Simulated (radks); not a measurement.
Tm0.3+, configuration [Xe] 4f13 6s1.7 (fractional occupations, a model configuration).

All-electron calculation, Dirac Kohn-Sham, LDA (Slater exchange, Perdew-Wang correlation), spin-unpolarised, spherical densities, finite nucleus; open shells fill j = l - 1/2 first; Fermi nuclear charge, rms radius 5.2256 fm. Program: a radial shooting solver on a logarithmic mesh with Libxc functionals.

Energy parts (Ry):
total: -27144.3902
kinetic: 30041.6196
electron-nucleus: -67284.5905
Hartree: 10655.1641
exchange-correlation: -556.5834

Orbitals (lengths in bohr, moments of r in powers of bohr; r(max) is where P^2 peaks):
orbital  occ.  eigenvalue (Ry)   r(max)       <r^4>
1s1/2       2        -4347.606  0.01262   8.102e-07
2s1/2       2        -733.3138  0.07213   0.0001246
2p1/2       2        -699.3290  0.05404  0.00007598
2p3/2       4        -627.3702  0.06036   0.0001048
3s1/2       2        -164.8660   0.2037    0.004712
3p1/2       2        -149.8511   0.1913    0.004211
3p3/2       4        -134.6619   0.2045    0.005348
3d3/2       4        -108.9082   0.1610    0.003732
3d5/2       6        -105.5853   0.1647    0.004017
4s1/2       2        -32.53978   0.4649      0.1147
4p1/2       2        -26.49920   0.4664      0.1282
4p3/2       4        -23.05553   0.4947      0.1639
4d3/2       4        -13.08880   0.4961      0.2264
4d5/2       6        -12.46231   0.5053      0.2454
5s1/2       2         -4.06632    1.091       4.413
5p1/2       2         -2.43151    1.191       7.861
5p3/2       4         -2.00777    1.282       11.06
4f5/2       6         -0.42973   0.4922       3.101
6s1/2     1.7         -0.41001    3.210       419.7
4f7/2       7         -0.34165   0.4978       3.981

The highest occupied level is 4f7/2 at -4.648 eV. The density falls to 0.001 e/bohr^3 at r = 4.86 bohr. Summed over all electrons, <r^2> = 65.33 bohr^2, which gives a Langevin (diamagnetic) susceptibility term of -51.7 x 10^-6 cm^3/mol. The electron density at the nucleus is 9.458e+05 e/bohr^3.
